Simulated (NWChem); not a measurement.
System: CH5NOSi2; SMILES C(#N)O[SiH2][SiH3]

The following NWChem deck was run.

```
start job
memory heap 200 mb stack 900 mb global 1100 mb
geometry units angstroms noautosym nocenter noautoz
  N      1.100794    -2.619931    -0.197253
  C      0.221384    -1.922054     0.120778
  O     -0.757067    -1.171613     0.502251
  Si    -1.053031     0.407693    -0.144867
  Si     0.841472     1.791715     0.040784
  H     -1.493065     0.232588    -1.553358
  H     -2.192464     0.867448     0.681685
  H      1.290542     1.853975     1.455664
  H      1.944073     1.300927    -0.823070
  H      0.427369     3.150367    -0.405904
end
basis spherical
  * library 6-31g*
end
dft
  xc b3lyp
  iterations 150
end
property
  shielding
end
task dft property
```

Parts of the log:

```
             Northwest Computational Chemistry Package (NWChem) 7.3.0
             --------------------------------------------------------

                             Geometry "geometry" -> ""
                             -------------------------

 Output coordinates in angstroms (scale by  1.889725989 to convert to a.u.)

  No.       Tag          Charge          X              Y              Z
 ---- ---------------- ---------- -------------- -------------- --------------
    1 N                    7.0000     1.10079400    -2.61993100    -0.19725300
    2 C                    6.0000     0.22138400    -1.92205400     0.12077800
    3 O                    8.0000    -0.75706700    -1.17161300     0.50225100
    4 Si                  14.0000    -1.05303100     0.40769300    -0.14486700
    5 Si                  14.0000     0.84147200     1.79171500     0.04078400
    6 H                    1.0000    -1.49306500     0.23258800    -1.55335800
    7 H                    1.0000    -2.19246400     0.86744800     0.68168500
    8 H                    1.0000     1.29054200     1.85397500     1.45566400
    9 H                    1.0000     1.94407300     1.30092700    -0.82307000
   10 H                    1.0000     0.42736900     3.15036700    -0.40590400

 Effective nuclear repulsion energy (a.u.)     253.3814134659

                              NWChem Property Module
                              ----------------------

  itol2e modified to match energy
  convergence criterion.

                                 NWChem DFT Module
                                 -----------------

 Summary of "ao basis" -> "ao basis" (spherical)
 ------------------------------------------------------------------------------
       Tag                 Description            Shells   Functions and Types
 ---------------- ------------------------------  ------  ---------------------
 N                           6-31g*                  6       14   3s2p1d
 C                           6-31g*                  6       14   3s2p1d
 O                           6-31g*                  6       14   3s2p1d
 Si                          6-31g*                  8       18   4s3p1d
 H                           6-31g*                  2        2   2s

  itol2e modified to match energy
  convergence criterion.

            General Information
            -------------------
          SCF calculation type: DFT
          Wavefunction type:  closed shell.
          No. of atoms     :    10
          No. of electrons :    54
           Alpha electrons :    27
            Beta electrons :    27
          Charge           :     0
          Spin multiplicity:     1
          Use of symmetry is: off; symmetry adaption is: off
          Maximum number of iterations: 150
          AO basis - number of functions:    88
                     number of shells:    44
          Convergence on energy requested:  1.00D-07
          Convergence on density requested:  1.00D-05
          Convergence on gradient requested:  5.00D-04

              XC Information
              --------------
                         B3LYP Method XC Potential
                     Hartree-Fock (Exact) Exchange  0.200
                        Slater Exchange Functional  0.800 local
                    Becke 1988 Exchange Functional  0.720 non-local
              Lee-Yang-Parr Correlation Functional  0.810
                  VWN I RPA Correlation Functional  0.190 local

             Grid Information
             ----------------
          Grid used for XC integration:  fine
          Radial quadrature: Mura-Knowles
          Angular quadrature: Lebedev.
          Tag              B.-S. Rad. Rad. Pts. Rad. Cut. Ang. Pts.
          ---              ---------- --------- --------- ---------
          N                   0.65       70          13.0       590
          C                   0.70       70          12.0       590
          O                   0.60       70          11.0       590
          Si                  1.10      123          10.0       770
          H                   0.35       60          12.0       590
          Grid pruning is: on
          Number of quadrature shells:   756
          Spatial weights used:  Erf1

      Superposition of Atomic Density Guess
      -------------------------------------

 Sum of atomic energies:        -746.83412236

      Non-variational initial energy
      ------------------------------

 Total energy =    -748.628125
 1-e energy   =   -1535.257141
 2-e energy   =     533.247603
 HOMO         =      -0.313714
 LUMO         =       0.010348

   convergence    iter        energy       DeltaE   RMS-Dens  Diis-err
 ---------------- ----- ----------------- --------- --------- ---------
 d= 0,ls=0.0,diis     1   -749.9180623668 -1.00D+03  1.88D-02  1.02D+00
 d= 0,ls=0.0,diis     2   -749.5285123854  3.90D-01  1.36D-02  4.48D+00
 d= 0,ls=0.0,diis     3   -750.0419283869 -5.13D-01  3.02D-03  1.30D-01
 d= 0,ls=0.0,diis     4   -750.0520069266 -1.01D-02  1.16D-03  4.37D-02
 d= 0,ls=0.0,diis     5   -750.0559946003 -3.99D-03  3.09D-04  1.04D-03
  Resetting Diis
 d= 0,ls=0.0,diis     6   -750.0561125968 -1.18D-04  6.29D-05  2.44D-05
 d= 0,ls=0.0,diis     7   -750.0561166718 -4.08D-06  1.90D-05  1.04D-06
 d= 0,ls=0.0,diis     8   -750.0561164749  1.97D-07  1.16D-05  3.14D-06
 d= 0,ls=0.0,diis     9   -750.0561167994 -3.25D-07  3.90D-06  2.83D-07
 d= 0,ls=0.0,diis    10   -750.0561168344 -3.50D-08  5.67D-07  5.31D-09

         Total DFT energy =     -750.056116834398
      One electron energy =    -1537.720076277976
           Coulomb energy =      598.920788166096
    Exchange-Corr. energy =      -64.638242188465
 Nuclear repulsion energy =      253.381413465947

 Numeric. integr. density =       54.000000298324

                       DFT Final Molecular Orbital Analysis
                       ------------------------------------

 Vector   25  Occ=2.000000D+00  E=-3.314819D-01
              MO Center= -2.4D-03,  3.2D-01, -5.0D-02, r^2= 4.8D+00
   Bfn.  Coefficient  Atom+Function         Bfn.  Coefficient  Atom+Function
  ----- ------------  ---------------      ----- ------------  ---------------
    49      0.356243   4 Si px               67     -0.270774   5 Si px
    68     -0.217156   5 Si py               18     -0.164099   2 C  py
     4     -0.160725   1 N  py                3     -0.148904   1 N  px
    45     -0.138419   4 Si px               50      0.137735   4 Si py
    48      0.133289   4 Si s                82     -0.132111   7 H  s

 Vector   26  Occ=2.000000D+00  E=-3.075413D-01
              MO Center=  4.3D-01, -1.9D+00,  3.7D-02, r^2= 2.5D+00
   Bfn.  Coefficient  Atom+Function         Bfn.  Coefficient  Atom+Function
  ----- ------------  ---------------      ----- ------------  ---------------
     5      0.332438   1 N  pz                4     -0.270791   1 N  py
    19      0.259067   2 C  pz               33     -0.241854   3 O  pz
     9      0.206779   1 N  pz               37     -0.187435   3 O  pz
    18     -0.179369   2 C  py                8     -0.169152   1 N  py
    32      0.149767   3 O  py               50     -0.134682   4 Si py

[...]

          -----------------------------------------
          Chemical Shielding Tensors (GIAO, in ppm)
          -----------------------------------------

                                NWChem CPHF Module
                                ------------------

  scftype          =     RHF
  nclosed          =       27
  nopen            =        0
  variables        =     1647
  # of vectors     =        3
  tolerance        = 0.10D-03
  level shift      = 0.00D+00
  max iterations   =       50
  max subspace     =       30

 SCF residual:    4.7311163208781926E-005

Iterative solution of linear equations
  No. of variables     1647
  No. of equations        3
  Maximum subspace       30
        Iterations       50
       Convergence  1.0D-04

   iter   nsub   residual    time
   ----  ------  --------  ---------
     1      3    3.55D-01      36.1
     2      6    2.08D-02      40.0
     3      9    1.72D-03      44.1
     4     12    7.93D-05      48.2

      Atom:    1  N
        Diamagnetic
    336.7014     -7.3588     -2.8022
     -7.3588    335.2708      1.9335
     -2.8022      1.9335    328.1806

        Paramagnetic
   -156.7538   -152.1445    -73.2211
   -152.1445   -214.8074     45.8484
    -73.2211     45.8484   -322.0378

        Total Shielding Tensor
    179.9476   -159.5032    -76.0233
   -159.5032    120.4634     47.7819
    -76.0233     47.7819      6.1428

           isotropic =     102.1846
          anisotropy =     351.4306

          Principal Components and Axis System
                 1           2           3
              336.4717    -26.7368     -3.1810

      1         0.7483      0.5467      0.3759
      2        -0.6101      0.3446      0.7134
      3        -0.2605      0.7631     -0.5914

      Atom:    2  C
        Diamagnetic
    270.7004    -17.7822     -6.8900
    -17.7822    266.1790      4.9429
     -6.8900      4.9429    250.5325

        Paramagnetic
   -111.2209   -114.3609    -51.5891
   -114.3609   -163.0464     42.9940
    -51.5891     42.9940   -235.0931

        Total Shielding Tensor
    159.4795   -132.1431    -58.4791
   -132.1431    103.1326     47.9370
    -58.4791     47.9370     15.4393

           isotropic =      92.6838
          anisotropy =     292.1336

          Principal Components and Axis System
                 1           2           3
              287.4395     -5.6923     -3.6959

      1         0.7487      0.0537      0.6608
      2        -0.6064     -0.3472      0.7153
      3        -0.2678      0.9363      0.2273

      Atom:    3  O
        Diamagnetic
    393.1661    -16.3400     -4.5484
    -16.3400    405.3281     -3.3366
     -4.5484     -3.3366    379.9772

        Paramagnetic
    -64.9271    -29.3014    -28.1922
    -29.3014   -116.1841     40.2845
    -28.1922     40.2845   -106.2069

        Total Shielding Tensor
    328.2391    -45.6415    -32.7406
    -45.6415    289.1439     36.9479
    -32.7406     36.9479    273.7703

           isotropic =     297.0511
          anisotropy =     124.4423

          Principal Components and Axis System
                 1           2           3
              380.0127    267.6896    243.4510

      1         0.7351      0.6734     -0.0782
      2        -0.5373      0.5084     -0.6729
      3        -0.4134      0.5367      0.7356

      Atom:    4  Si
        Diamagnetic
    879.9905      0.4595      0.9309
      0.4595    885.8100     -2.7609
      0.9309     -2.7609    876.2969

        Paramagnetic
   -507.0919    -14.7778     26.3277
    -14.7778   -432.9702    -40.7689
     26.3277    -40.7689   -563.1487

        Total Shielding Tensor
    372.8987    -14.3183     27.2586
    -14.3183    452.8398    -43.5297
     27.2586    -43.5297    313.1482

           isotropic =     379.6289
          anisotropy =     135.6925

          Principal Components and Axis System
                 1           2           3
              470.0906    374.6199    294.1761

      1        -0.2200      0.9342     -0.2807
      2         0.9295      0.2880      0.2303
      3        -0.2960      0.2103      0.9317

      Atom:    5  Si
        Diamagnetic
    883.6732      3.5292      0.3118
      3.5292    883.6694     -0.0803
      0.3118     -0.0803    879.2296

        Paramagnetic
   -400.3643     -5.3371      2.4303
     -5.3371   -398.5105     -2.2950
      2.4303     -2.2950   -391.4604

        Total Shielding Tensor
    483.3090     -1.8079      2.7421
     -1.8079    485.1589     -2.3753
      2.7421     -2.3753    487.7691

           isotropic =     485.4123
          anisotropy =       7.8453

          Principal Components and Axis System
                 1           2           3
              490.6425    483.7643    481.8302

      1         0.4085     -0.0652      0.9104
      2        -0.4729      0.8380      0.2722
      3         0.7807      0.5417     -0.3115

      Atom:    6  H
        Diamagnetic
     25.5211      0.5389      5.5750
      0.5389     24.9265      0.3767
      5.5750      0.3767     36.4889

        Paramagnetic
     -0.3220     -0.5821     -1.9372
     -0.5821      0.8076     -1.3480
     -1.9372     -1.3480     -8.0814

        Total Shielding Tensor
     25.1991     -0.0432      3.6378
     -0.0432     25.7341     -0.9713
      3.6378     -0.9713     28.4075

           isotropic =      26.4469
          anisotropy =       6.7024

          Principal Components and Axis System
                 1           2           3
               30.9152     25.6822     22.7434

      1         0.5308      0.2283      0.8161
      2        -0.1604      0.9727     -0.1678
      3         0.8322      0.0419     -0.5529

      Atom:    7  H
        Diamagnetic
     34.3459     -3.6175     -5.9606
     -3.6175     27.0228      2.0569
     -5.9606      2.0569     27.1334

        Paramagnetic
     -5.1624      1.1994      3.7545
      1.1994     -0.1094     -1.7657
      3.7545     -1.7657     -2.9423

        Total Shielding Tensor
     29.1835     -2.4181     -2.2062
     -2.4181     26.9134      0.2911
     -2.2062      0.2911     24.1911

           isotropic =      26.7627
          anisotropy =       6.8128

          Principal Components and Axis System
                 1           2           3
               31.3045     25.7470     23.2364

      1         0.8335      0.3690      0.4112
      2        -0.4774      0.8556      0.2000
      3        -0.2780     -0.3631      0.8893

      Atom:    8  H
        Diamagnetic
     26.7435      1.8679      4.9056
      1.8679     25.5702      1.4597
      4.9056      1.4597     35.7420

        Paramagnetic
     -0.0571     -1.0290     -2.4238
     -1.0290      0.7936     -0.5480
     -2.4238     -0.5480     -3.8025

        Total Shielding Tensor
     26.6864      0.8389      2.4818
      0.8389     26.3638      0.9117
      2.4818      0.9117     31.9395

           isotropic =      28.3299
          anisotropy =       7.1932

          Principal Components and Axis System
                 1           2           3
               33.1254     26.4270     25.4374

      1         0.3736      0.4218      0.8261
      2         0.1693      0.8447     -0.5078
      3         0.9120     -0.3296     -0.2441

      Atom:    9  H
        Diamagnetic
     33.4488     -1.4216     -6.5502
     -1.4216     26.4001      1.7743
     -6.5502      1.7743     27.5241

        Paramagnetic
     -3.3265      0.6057      3.1658
      0.6057      0.5246     -0.6614
      3.1658     -0.6614     -0.0065

        Total Shielding Tensor
     30.1223     -0.8159     -3.3844
     -0.8159     26.9247      1.1130
     -3.3844      1.1130     27.5176

           isotropic =      28.1882
          anisotropy =       6.8269

          Principal Components and Axis System
                 1           2           3
               32.7394     26.7590     25.0661

      1         0.7967      0.3316      0.5054
      2        -0.2196      0.9377     -0.2691
      3        -0.5631      0.1034      0.8199

      Atom:   10  H
        Diamagnetic
     25.7449     -1.6784      0.9009
     -1.6784     37.6658     -3.8906
      0.9009     -3.8906     25.0423

        Paramagnetic
      0.6118      0.5345     -0.5405
      0.5345     -4.5098      1.9133
     -0.5405      1.9133      1.6164

        Total Shielding Tensor
     26.3567     -1.1439      0.3604
     -1.1439     33.1560     -1.9772
      0.3604     -1.9772     26.6587

           isotropic =      28.7238
          anisotropy =       7.7657

          Principal Components and Axis System
                 1           2           3
               33.9009     26.1840     26.0865

      1        -0.1569      0.8929     -0.4221
      2         0.9507      0.2523      0.1802
      3        -0.2674      0.3730      0.8885
```

Level: B3LYP/6-31G* (spherical d), GIAO. Geometry: optimised at B3LYP/6-31G* (spherical d). B3LYP is NWChem's, with the RPA form of VWN correlation. The printed shielding anisotropy is the first printed principal value minus the mean of the other two.
